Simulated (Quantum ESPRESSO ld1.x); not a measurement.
Values are calculated unless marked as measured or tabulated.
Problem. All-electron atom: Cs in [Xe] 6s1. Code: ld1.x of Quantum ESPRESSO 7.5. Model: scalar-relativistic Kohn-Sham, BLYP, spin-unpolarised, spherical densities, point nucleus. Some entries of the table are withheld. Estimate them.

orbital,occ.,eigenvalue (Ry),<r> (bohr),<r^2> (bohr^2)
1s,2,-2631.6186,0.02611,0.0009249
2s,2,-412.7826,(1),0.01483
2p,6,-370.3021,0.09820,0.01177
3s,2,-85.7812,0.2991,0.1022
3p,6,-72.1142,0.2971,0.1023
3d,10,-52.0488,0.2736,0.08841
4s,2,-16.1614,0.6947,(2)
4p,6,-11.7919,0.7395,0.6224
4d,10,-5.4350,0.8370,0.8160
5s,2,-1.9479,1.739,3.413
5p,6,-0.9740,2.093,(3)
6s,1,(4),5.615,36.11

Solution. 
(1) 2s <r> (bohr): 0.1121
(2) 4s <r^2> (bohr^2): 0.5448
(3) 5p <r^2> (bohr^2): 5.014
(4) 6s eigenvalue (Ry): -0.1482
